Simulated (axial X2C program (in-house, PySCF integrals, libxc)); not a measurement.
**Low determinants of NiB at the PBE0 level, 2c**

All values were computed with an in-house all-electron X2C program for linear molecules (integrals from PySCF). Two-component (2c) means X2C with spin–orbit coupling and atomic mean-field two-electron Coulomb and Gaunt terms. Basis: Ni dyall-cv3z [9s9p6d3f2g], B dyall-v3z [7s6p2d1f] (cores contracted in-house); Gaussian nuclei, density fitting, unrestricted open shells. Masses: Ni 57.935 u, B 11.009 u.

Search at 1.886 Å (vertical energies from the lowest determinant):

```json
{"ΔE (eV)": "0.00", "state": "Ω = 5/2", "electrons beyond evenly filled partner blocks": "ω = 5/2", "electrons in ±ω = 1/2, 3/2, 5/2, 7/2": "24 8 1 0"}
{"ΔE (eV)": "0.15", "state": "Ω = 3/2", "electrons beyond evenly filled partner blocks": "ω = 3/2", "electrons in ±ω = 1/2, 3/2, 5/2, 7/2": "24 7 2 0"}
{"ΔE (eV)": "0.55", "state": "Ω = 9/2", "electrons beyond evenly filled partner blocks": "ω = 1/2, ω = 3/2, ω = 5/2", "electrons in ±ω = 1/2, 3/2, 5/2, 7/2": "23 9 1 0"}
{"ΔE (eV)": "0.62", "state": "Ω = 1/2", "electrons beyond evenly filled partner blocks": "ω = 1/2", "electrons in ±ω = 1/2, 3/2, 5/2, 7/2": "23 8 2 0"}
{"ΔE (eV)": "0.67", "state": "Ω = 1/2", "electrons beyond evenly filled partner blocks": "ω = -1/2, ω = -3/2, ω = 5/2", "electrons in ±ω = 1/2, 3/2, 5/2, 7/2": "23 9 1 0"}
{"ΔE (eV)": "0.78", "state": "Ω = 7/2", "electrons beyond evenly filled partner blocks": "ω = 1/2, 2 × ω = 3/2", "electrons in ±ω = 1/2, 3/2, 5/2, 7/2": "23 8 2 0"}
{"ΔE (eV)": "0.82", "state": "Ω = 5/2", "electrons beyond evenly filled partner blocks": "2 × ω = 1/2, ω = 3/2", "electrons in ±ω = 1/2, 3/2, 5/2, 7/2": "22 9 2 0"}
```

Lowest determinant, Ω = 5/2 (⟨Sz⟩ = 0.50, ⟨Lz⟩ = 2.00 at PBE0): Re = 1.884 Å, ωe = 580.3 cm⁻¹.

The determinant in row 2 of the search, Ω = 3/2 (⟨Sz⟩ = -0.49, ⟨Lz⟩ = 1.99 at PBE0), was followed along the bond at PBE0; measured from the minimum of the lowest determinant it gives:

Te = 0.149 eV (1201 cm⁻¹), Re = 1.886 Å, ωe = 578.2 cm⁻¹.

Task: Compare the bond of the determinant in row 2 with that of the lowest one.

Result: At PBE0 its Re is 0.002 Å longer and its force constant, which goes as ωe², is 0.99 times that of the lowest determinant. T0 ≈ Te + Δωe/2 = 1201 + (-1) = 1200 cm⁻¹.

The search compares states at one distance, so a state with another bond length can lie lower; it is not exhaustive and yields mostly the lowest determinant of each block pattern, so other components and higher states of one pattern are missing. These are energies of single determinants, not of spin-adapted states; PBE0 term energies can be off by some tenths of an eV, and the functional has no current term.
